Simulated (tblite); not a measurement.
C₄H₉BO.
SMILES with atom numbers: `[CH2:1]=[C:2]([CH3:3])[BH:4][O:5][CH3:6]` (hydrogens: H7, H8 on C1; H9, H10, H11 on C3; H12 on B4; H13, H14, H15 on C6)

Computed with GFN2-xTB (tblite), gas phase: L-BFGS steps from a force-field or distance-geometry start until the largest atomic force falls under 0.01 eV/Å.

Step 56: E = -502.1015 eV
```
atom  x, y, z in Å  |  force x, y, z in eV/Å
C1     -1.8526   -1.4533   -0.2873    0.016   0.032   0.057
C2     -1.0650   -0.3764   -0.2998   -0.094   0.058   0.098
C3     -1.6603    0.9927   -0.5090   -0.139   0.218  -0.094
B4      0.4848   -0.5299   -0.0911   -0.005  -0.003   0.018
O5      1.2417    0.5663   -0.1447    0.047  -0.062   0.009
C6      2.6394    0.5479   -0.0264    0.101  -0.021   0.032
H7     -2.9291   -1.4070   -0.3968    0.122   0.038  -0.026
H8     -1.4312   -2.4369   -0.1536   -0.072   0.004  -0.010
H9     -2.7294    1.0150   -0.2549    0.327  -0.039  -0.062
H10    -1.5619    1.2738   -1.5662    0.005  -0.072   0.231
H11    -1.1353    1.7583    0.0751   -0.108  -0.312  -0.112
H12     0.9673   -1.5969    0.1295   -0.073   0.117  -0.080
H13     3.0133   -0.4801    0.0876    0.000   0.190  -0.007
H14     3.0648    0.9911   -0.9361   -0.004  -0.043   0.164
H15     2.9491    1.1435    0.8462   -0.123  -0.105  -0.217
```

Step 57: E = -502.1098 eV
```
atom  x, y, z in Å  |  force x, y, z in eV/Å
C1     -1.8567   -1.4553   -0.3016    0.002   0.024   0.035
C2     -1.0653   -0.3821   -0.3032   -0.036   0.026   0.043
C3     -1.6518    0.9921   -0.5013   -0.027  -0.015  -0.047
B4      0.4851   -0.5390   -0.1068   -0.020   0.004  -0.001
O5      1.2355    0.5615   -0.1288    0.044  -0.011  -0.008
C6      2.6328    0.5550   -0.0080   -0.018  -0.017  -0.010
H7     -2.9317   -1.4001   -0.4101    0.069   0.036  -0.021
H8     -1.4438   -2.4439   -0.1864   -0.046  -0.008   0.012
H9     -2.6850    1.0436   -0.1646   -0.021  -0.050   0.020
H10    -1.6356    1.2443   -1.5610    0.033  -0.018  -0.050
H11    -1.0689    1.7476    0.0163    0.057  -0.047   0.068
H12     0.9723   -1.6069    0.0728   -0.043   0.042  -0.040
H13     3.0134   -0.4522    0.1811    0.029  -0.019   0.008
H14     3.0642    0.9313   -0.9383    0.028   0.029  -0.010
H15     2.9313    1.2118    0.8123   -0.052   0.025   0.002
```

Step 58: E = -502.1108 eV
```
atom  x, y, z in Å  |  force x, y, z in eV/Å
C1     -1.8556   -1.4544   -0.2995    0.001   0.015   0.033
C2     -1.0648   -0.3809   -0.3044   -0.029   0.012   0.042
C3     -1.6530    0.9922   -0.5024   -0.015  -0.008  -0.028
B4      0.4851   -0.5380   -0.1085   -0.007   0.015   0.002
O5      1.2376    0.5612   -0.1373    0.008  -0.012  -0.009
C6      2.6333    0.5538   -0.0101   -0.001  -0.006  -0.009
H7     -2.9303   -1.3987   -0.4061    0.051   0.036  -0.023
H8     -1.4440   -2.4435   -0.1839   -0.039  -0.001   0.013
H9     -2.6881    1.0380   -0.1709   -0.023  -0.038   0.012
H10    -1.6299    1.2480   -1.5610    0.030  -0.015  -0.047
H11    -1.0748    1.7470    0.0227    0.044  -0.055   0.055
H12     0.9709   -1.6050    0.0791   -0.040   0.036  -0.042
H13     3.0119   -0.4548    0.1746    0.040  -0.020   0.011
H14     3.0697    0.9369   -0.9353    0.027   0.024  -0.015
H15     2.9276    1.2062    0.8155   -0.047   0.018   0.005
```

Question: Estimate the geometry and energy of step 59. (The exact step hangs on the optimiser's Hessian estimate; all steps are aligned on step 58, rigid shifts and turns removed.)

Answer: E = -502.1136 eV, largest force 0.087 eV/Å
```
atom  x, y, z in Å  |  force x, y, z in eV/Å
C1     -1.8516   -1.4487   -0.2872   -0.036  -0.032   0.024
C2     -1.0616   -0.3754   -0.3035   -0.025  -0.045   0.036
C3     -1.6587    0.9908   -0.5090    0.003   0.027   0.029
B4      0.4854   -0.5319   -0.1085    0.044   0.013   0.028
O5      1.2438    0.5616   -0.1627    0.028   0.007  -0.025
C6      2.6385    0.5486   -0.0221    0.022   0.031   0.005
H7     -2.9241   -1.3864   -0.4003   -0.005   0.023  -0.014
H8     -1.4526   -2.4418   -0.1586    0.000   0.032   0.002
H9     -2.7074    1.0055   -0.2147    0.018   0.024  -0.049
H10    -1.5900    1.2644   -1.5626    0.007  -0.006   0.029
H11    -1.1143    1.7423    0.0607   -0.008  -0.084  -0.020
H12     0.9690   -1.5937    0.1063   -0.042   0.005  -0.049
H13     3.0148   -0.4687    0.1285    0.027   0.053   0.011
H14     3.0862    0.9699   -0.9276   -0.009  -0.011   0.047
H15     2.9181    1.1715    0.8341   -0.024  -0.037  -0.055
```

The energy changes by -0.0029 eV. The first-order estimate −F·Δx gives -0.0056 eV and the mean of the old and new forces, exact on a quadratic surface, -0.0026 eV. The step makes an angle of 77° with the force vector and moves no atom by more than 0.058 Å.

What follows is the cost of the whole relaxation. On one thread, Arm Neoverse N1 (aarch64) (shared host), this took 0.81 s of wall time.
